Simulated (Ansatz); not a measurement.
Reaction (isomerisation): `O/C=N/[SiH2]Cl` → `O[Si]1(Cl)CN1`

Program: Ansatz. Geometries: PBE0-D4/def2-TZVP. ΔE: electronic, gas phase. CCSD(T)/CBS is the MP2 limit (def2-TZVPP, def2-QZVPP) plus CCSD(T) − MP2 in def2-TZVPP, frozen cores. Functionals use def2-TZVPP. One conformer a species, not always the lowest.

```json
{"level": "r2SCAN-D4", "ΔE (kcal/mol)": "-5.5", "difference from CCSD(T)/CBS": "1.4"}
{"level": "PBE0-D4", "ΔE (kcal/mol)": "-5.9", "difference from CCSD(T)/CBS": "1.0"}
{"level": "ωB97X-V", "ΔE (kcal/mol)": "-5.2", "difference from CCSD(T)/CBS": "1.7"}
{"level": "ωB97M-V", "ΔE (kcal/mol)": "-6.1", "difference from CCSD(T)/CBS": "0.8"}
{"level": "PBE", "ΔE (kcal/mol)": "-3.7", "difference from CCSD(T)/CBS": "3.2"}
{"level": "PBE0", "ΔE (kcal/mol)": "-5.7", "difference from CCSD(T)/CBS": "1.2"}
{"level": "MP2/def2-TZVPP", "ΔE (kcal/mol)": "-7.6", "difference from CCSD(T)/CBS": "-0.7"}
{"level": "MP2/def2-QZVPP", "ΔE (kcal/mol)": "-8.7", "difference from CCSD(T)/CBS": "-1.8"}
{"level": "MP2/CBS(def2)", "ΔE (kcal/mol)": "-9.3", "difference from CCSD(T)/CBS": "-2.4"}
{"level": "CCSD/CBS(def2)", "ΔE (kcal/mol)": "-7.1", "difference from CCSD(T)/CBS": "-0.2"}
{"level": "CCSD(T)/CBS", "ΔE (kcal/mol)": "-6.9", "difference from CCSD(T)/CBS": "0"}
```

Largest T1 diagnostic among the species: 0.013.

In def2-TZVPP, CCSD(T) changes the Hartree–Fock value by −7.0 kcal/mol (the triples alone add +0.2 kcal/mol) and MP2 by −9.5 kcal/mol. From PBE to PBE0 (25 % exact exchange), in def2-TZVPP and without D4, ΔE moves by −1.9 kcal/mol.
